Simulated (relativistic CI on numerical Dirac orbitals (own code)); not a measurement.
## Slater and spin-orbit integrals, Ta45+

Computed by Dirac-Coulomb-Breit CI, orbitals from a KLI potential per configuration, model QED, unscaled Slater integrals (own radial code, finite nucleus).

Slater integrals F^k, G^k are unscaled and averaged over j, outside the closed core [Ne]; ζ comes from projecting the Hamiltonian with its Breit term on Σ l·s of the shell.

- 3s2.3p6.3d9.4s: ζ(3d) = 199970, G^2(3d,4s) = 59449 cm⁻¹; <r>(3d) = 0.1785, <r^2>(3d) = 0.03707, <r>(4s) = 0.3943, <r^2>(4s) = 0.175 (bohr units).
- 3s2.3p6.3d9.4p: ζ(3d) = 200000, F^2(3d,4p) = 182260, G^1(3d,4p) = 58695, G^3(3d,4p) = 59660, ζ(4p) = 519820 cm⁻¹; <r>(3d) = 0.1785, <r^2>(3d) = 0.03707, <r>(4p) = 0.4021, <r^2>(4p) = 0.1832 (bohr units).
- 3s2.3p6.3d9.4d: ζ(3d) = 199910, F^2(3d,4d) = 195190, F^4(3d,4d) = 99746, G^0(3d,4d) = 61389, G^2(3d,4d) = 79300, G^4(3d,4d) = 62941, ζ(4d) = 66567 cm⁻¹; <r>(3d) = 0.1786, <r^2>(3d) = 0.0371, <r>(4d) = 0.396, <r^2>(4d) = 0.1794 (bohr units).

Averages of the first 10 configurations, taken without configuration mixing, which lowers the lowest level and can move excited configurations by several eV; other configurations of the list can lie among them:

| Configuration | Parity | States | Average energy above the lowest level (eV) |
| --- | --- | --- | --- |
| 3s2.3p6.3d10 | even | 1 | 0.1 |
| 3s2.3p6.3d9.4s | even | 20 | 1530.8 |
| 3s2.3p6.3d9.4p | odd | 60 | 1689.8 |
| 3s2.3p6.3d9.4d | even | 100 | 1879.3 |
| 3s2.3p5.3d10.4s | odd | 12 | 2043.0 |
| 3s2.3p6.3d9.4f | odd | 140 | 2044.0 |
| 3s2.3p5.3d10.4p | even | 36 | 2202.2 |
| 3s2.3p6.3d8.4s2 | even | 45 | 3099.5 |
| 3s2.3p5.3d10.4d | odd | 60 | 2391.1 |
| 3s2.3p6.3d8.4s.4p | odd | 540 | 3251.8 |
